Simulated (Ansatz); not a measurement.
Input for Ansatz (a program for electronic structure): U-B97M-V/def2-TZVPP on ZnCu, 2S+1 = 2, a spin state set in the input, which need not be the lowest, a point of a bond scan (R = 2.455 Å).

Ansatz 0.2 input:
```yaml
crystal:
  periodic: [false, false, false]
  atoms:
    - {symbol: Cu, position_ang: [0.00000000, 0.00000000, 0.00000000]}
    - {symbol: Zn, position_ang: [0.00000000, 0.00000000, 2.45511600]}
basis:
  gaussian:
    orbitals: def2-TZVPP
    pivot_positions_ang: [[0.00000000, 0.00000000, 0.00000000], [0.00000000, 0.00000000, 2.45511600]]
hamiltonian:
  xc: {name: B97M-V}
magnetization: {spin_polarized: true, initial_magnetization: 1}
output: {forces: true, orbitals: {seedname: ./end}}
```

What total energy does the run end on?

-3419.2078 hartree.

How many basis functions does it have, and what does it roughly cost on one machine?

128 functions; roughly 12 core-seconds.
